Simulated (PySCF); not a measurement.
**Radial density of Se³⁺ (selenium, charge +3)**

TPSSh, [Ar] 3d10 4s2 4p1, 2P determinant. All numbers are calculated (PySCF 2.14, the spin-free X2C one-electron Hamiltonian (Gaussian nucleus), in x2c-QZVPPall with one added diffuse shell each of s, p, d, f type (12s9p6d5f1g, 113 functions)).

| r (bohr) | 4πr²ρ (e/bohr) | 4πr²(ρα − ρβ) |
| --- | --- | --- |
| 0.000761 | 0.3238 | 0.0000 |
| 0.00128 | 0.8066 | 0.0000 |
| 0.00215 | 1.966 | 0.0000 |
| 0.00362 | 4.630 | 0.0000 |
| 0.00609 | 10.25 | -0.0001 |
| 0.0102 | 20.38 | 0.0000 |
| 0.0172 | 33.87 | 0.0009 |
| 0.0290 | 42.11 | 0.0055 |
| 0.0487 | 36.80 | 0.0220 |
| 0.0820 | 36.98 | 0.0514 |
| 0.138 | 49.65 | 0.0364 |
| 0.232 | 31.75 | -0.0031 |
| 0.390 | 30.52 | 0.1226 |
| 0.656 | 24.32 | 0.0033 |
| 1.10 | 5.742 | 0.3155 |
| 1.86 | 1.985 | 0.6448 |
| 3.12 | 0.1902 | 0.1019 |
| 5.25 | 0.0006646 | 0.0005 |

Densities and radii are taken from the X2C orbitals without a picture-change correction, which distorts them close to the nucleus.

Q: Where is the radial spin density 4πr²(ρα − ρβ) most negative, and why is it negative at all?

A: Around r = 0.232 bohr, down to -0.0031 e/bohr: exchange with the open shell polarises the paired shells in an unrestricted calculation.
